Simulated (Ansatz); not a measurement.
HAl (SMILES [AlH]), singlet, at a GFN2-xTB geometry (such geometries of metal compounds can be far from the true shape). Base run: CCSD/cc-pVTZ (Ansatz, a quantum-chemistry and plane-wave program).

Input for Ansatz:
Ansatz 0.2 input:
```yaml
crystal:
  periodic: [false, false, false]
  atoms:
    - {symbol: Al, position_ang: [-0.00000000, -0.00000000, -0.11521965]}
    - {symbol: H, position_ang: [0.00000000, 0.00000000, 1.49785545]}
basis:
  gaussian:
    orbitals: cc-pVTZ
magnetization: {spin_polarized: false}
correlation: {method: ccsd}
```

Each row names what was changed in the base input (with any setting that the change needs).

```json
[
 {"change": "base", "ΔE vs base (mEh)": "0.000", "MP2 correlation (Eh)": "-0.06208", "CC correlation without the perturbative part (Eh)": "-0.08239", "basis functions": "48"},
 {"change": "method = bccd_t", "ΔE vs base (mEh)": "-1.406", "MP2 correlation (Eh)": "-0.06208", "CC correlation without the perturbative part (Eh)": "-0.08234", "basis functions": "48"},
 {"change": "method = rpa", "ΔE vs base (mEh)": "-13.747", "MP2 correlation (Eh)": "-", "CC correlation without the perturbative part (Eh)": "-", "basis functions": "48"},
 {"change": "lower_state_search = off", "ΔE vs base (mEh)": "0.000", "MP2 correlation (Eh)": "-0.06208", "CC correlation without the perturbative part (Eh)": "-0.08239", "basis functions": "48"},
 {"change": "electrons = outside_noble_gas", "ΔE vs base (mEh)": "0.000", "MP2 correlation (Eh)": "-0.06208", "CC correlation without the perturbative part (Eh)": "-0.08239", "basis functions": "48"},
 {"change": "diis_vectors = 2", "ΔE vs base (mEh)": "0.000", "MP2 correlation (Eh)": "-0.06208", "CC correlation without the perturbative part (Eh)": "-0.08239", "basis functions": "48"},
 {"change": "method = bccd", "ΔE vs base (mEh)": "0.043", "MP2 correlation (Eh)": "-0.06208", "CC correlation without the perturbative part (Eh)": "-0.08234", "basis functions": "48"},
 {"change": "diis_vectors = 4", "ΔE vs base (mEh)": "0.000", "MP2 correlation (Eh)": "-0.06208", "CC correlation without the perturbative part (Eh)": "-0.08239", "basis functions": "48"},
 {"change": "reference functional = pbe0", "ΔE vs base (mEh)": "1.742", "MP2 correlation (Eh)": "-", "CC correlation without the perturbative part (Eh)": "-0.08462", "basis functions": "48"},
 {"change": "electrons = all", "ΔE vs base (mEh)": "-63.298", "MP2 correlation (Eh)": "-0.12517", "CC correlation without the perturbative part (Eh)": "-0.14568", "basis functions": "48"}
]
```
